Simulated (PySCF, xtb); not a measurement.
B(H)3(HNMe2) (C2H10BN), SMILES [BH3]<-N(C)C (connectivity only; charge and spin as stated), neutral, multiplicity 1. One conformer was computed; it need not be the lowest.

Harmonic wavenumbers (cm⁻¹) from xtb 6.7.1 with GFN2-xTB at its own minimum, in rising order: 184, 232, 243, 316, 352, 422, 621, 880, 894, 977, 1010, 1051, 1061, 1159, 1184, 1209, 1229, 1257, 1266, 1360, 1409, 1419, 1464, 1472, 1480, 1491, 2430, 2443, 2464, 2954, 2957, 3034, 3037, 3051, 3052, 3350.

What does B3LYP-D3(BJ)/def2-SVP in PySCF 2.14.0 give at its own minimum? (Estimate from the structure and the level; the computed values follow.)

182, 250, 259, 345, 373, 425, 656, 875, 911, 943, 1037, 1064, 1134, 1159, 1168, 1180, 1191, 1248, 1284, 1422, 1433, 1451, 1468, 1473, 1474, 1486, 2394, 2466, 2469, 3038, 3043, 3140, 3141, 3173, 3174, 3488. Paired by order, the mean absolute difference is 38 cm⁻¹ and the zero-point energies are 77.8 and 79.2 kcal/mol.
